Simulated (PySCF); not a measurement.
## Working out the ionisation energy of Ga

Ga [Ar] 3d10 4s2 4p1 (2P) → Ga⁺ [Ar] 3d10 4s2 (1S). Computed with PySCF 2.14 in aug-cc-pwCVDZ-PP with ECP10MDF (6s5p4d1f, 48 functions), with a scalar-relativistic core potential. Frozen: nothing. Energies in hartree (1 hartree = 27.21139 eV):

| part | Ga (lower) | Ga⁺ (upper) |
| --- | --- | --- |
| UHF | -258.291442 | -258.088410 |
| MP2 opposite-spin | -0.272232 | -0.268536 |
| MP2 same-spin | -0.135453 | -0.131526 |

Q: What does Hartree-Fock give?

A: (-258.088410) − (-258.291442) = 0.203032 hartree = 5.525 eV.

Q: What do MP2 and SCS-MP2 (6/5 opposite-spin, 1/3 same-spin) give?

A: The opposite-spin parts differ by 0.101 eV and the same-spin parts by 0.107 eV. MP2: 5.525 + (0.101) + (0.107) = 5.733 eV. SCS-MP2: 5.525 + 1.2 × (0.101) + (0.107)/3 = 5.682 eV.

Measured between the centres of the two terms (NIST): 5.931 eV, so MP2 (valence and next inner shell) is off by -0.198 eV.

A double-zeta basis recovers only part of the correlation energy.

What remains against the reference includes basis incompleteness and correlation beyond second order.
